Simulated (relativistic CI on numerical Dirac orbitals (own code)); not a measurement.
**Energy levels of Sr37+**

Method of calculation: Dirac equation for one electron, model QED (radiative potential, 1s self-energy scaled to tabulated hydrogen-like ionisation energies) (own radial code, finite nucleus).

Configuration list: 1s, 2s, 2p, 3s, 3p, 3d, 4s, 4p, 4d, 4f, 5s, 5p, 5d, 5f, 5g, 6s, 6p, 6d. Levels of other configurations are missing.

The lowest level is 1s 2S_1/2, with 100 % of that term; Hund's rules for 1s give 2S with J = 1/2, in agreement.

| No. | Configuration | Term | J | E (eV) | % | Landé g | Lifetime (s) |
| --- | --- | --- | --- | --- | --- | --- | --- |
| 1 | 1s | 2S | 1/2 | 0.0 | 100 | 1.950 |  |
| 2 | 2p | 2P° | 1/2 | 14990.6 | 100 | 0.653 | 7.58e-16 |
| 3 | 2s | 2S | 1/2 | 14992.7 | 100 | 1.989 |  |
| 4 | 2p | 2P° | 3/2 | 15090.0 | 100 | 1.324 | 7.79e-16 |
| 5 | 3p | 2P° | 1/2 | 17798.7 | 100 | 0.660 | 2.54e-15 |
| 6 | 3s | 2S | 1/2 | 17799.4 | 100 | 1.997 | 6.53e-14 |
| 7 | 3d | 2D | 3/2 | 17828.2 | 100 | 0.795 | 7.13e-15 |
| 8 | 3p | 2P° | 3/2 | 17828.2 | 100 | 1.330 | 2.55e-15 |
| 9 | 3d | 2D | 5/2 | 17837.7 | 100 | 1.196 | 7.34e-15 |
| 10 | 4p | 2P° | 1/2 | 18777.5 | 100 | 0.663 | 5.97e-15 |
| 11 | 4s | 2S | 1/2 | 18777.8 | 100 | 1.999 | 9.45e-14 |
| 12 | 4d | 2D | 3/2 | 18789.9 | 100 | 0.797 | 1.65e-14 |
| 13 | 4p | 2P° | 3/2 | 18789.9 | 100 | 1.332 | 5.94e-15 |
| 14 | 4f | 2F° | 5/2 | 18793.9 | 100 | 0.854 | 3.42e-14 |
| 15 | 4d | 2D | 5/2 | 18793.9 | 100 | 1.198 | 1.71e-14 |
| 16 | 4f | 2F° | 7/2 | 18795.9 | 100 | 1.141 | 3.46e-14 |
| 17 | 5p | 2P° | 1/2 | 19228.8 | 100 | 0.664 | 1.16e-14 |
| 18 | 5s | 2S | 1/2 | 19228.9 | 100 | 2.000 | 1.48e-13 |
| 19 | 5d | 2D | 3/2 | 19235.1 | 100 | 0.798 | 3.17e-14 |
| 20 | 5p | 2P° | 3/2 | 19235.1 | 100 | 1.332 | 1.15e-14 |
| 21 | 5f | 2F° | 5/2 | 19237.2 | 100 | 0.855 | 6.60e-14 |
| 22 | 5d | 2D | 5/2 | 19237.2 | 100 | 1.199 | 3.28e-14 |
| 23 | 5g | 2G | 7/2 | 19238.2 | 100 | 0.887 | 1.12e-13 |
| 24 | 5f | 2F° | 7/2 | 19238.2 | 100 | 1.142 | 6.67e-14 |
| 25 | 5g | 2G | 9/2 | 19238.8 | 100 | 1.110 | 1.12e-13 |
| 26 | 6p | 2P° | 1/2 | 19473.2 | 100 | 0.664 | 2.00e-14 |
| 27 | 6s | 2S | 1/2 | 19473.3 | 100 | 2.001 | 2.26e-13 |
| 28 | 6d | 2D | 3/2 | 19476.9 | 100 | 0.798 | 5.42e-14 |
| 29 | 6p | 2P° | 3/2 | 19476.9 | 100 | 1.333 | 1.97e-14 |
| 30 | 6d | 2D | 5/2 | 19478.1 | 100 | 1.199 | 5.60e-14 |

Energies count from the lowest computed level; ° marks odd parity; lifetimes are radiative, by E1, M1, E2, M2 decay to levels of this space only; some are left blank where a channel outside the calculation adds to the decay or the decay crosses a small, uncertain gap.
